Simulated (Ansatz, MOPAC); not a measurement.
Molecule: PbS, charge 0, multiplicity 1. SMILES: [S]=[Pb]

Atoms: Pb1, S2. Bonds: Pb1-S2.

Bond lengths (Å) and angles (degrees) optimised at PM6 with MOPAC; MNDO with MOPAC; B3LYP/LANL2DZ with Ansatz (a quantum-chemistry and plane-wave program), each started from the B3LYP-D3(BJ)/def2-TZVP structure (Ansatz) of the last column. A row stands for all coordinates that are equal there.

| coordinate | PM6 | MNDO | B3LYP/LANL2DZ | B3LYP-D3(BJ)/def2-TZVP |
|---|---|---|---|---|
| Pb1-S2 | 1.758 | 2.111 | 2.328 | 2.305 |

Mean signed difference of all 1 bond lengths from B3LYP-D3(BJ)/def2-TZVP: PM6 -0.547 Å, MNDO -0.194 Å, B3LYP/LANL2DZ 0.022 Å.
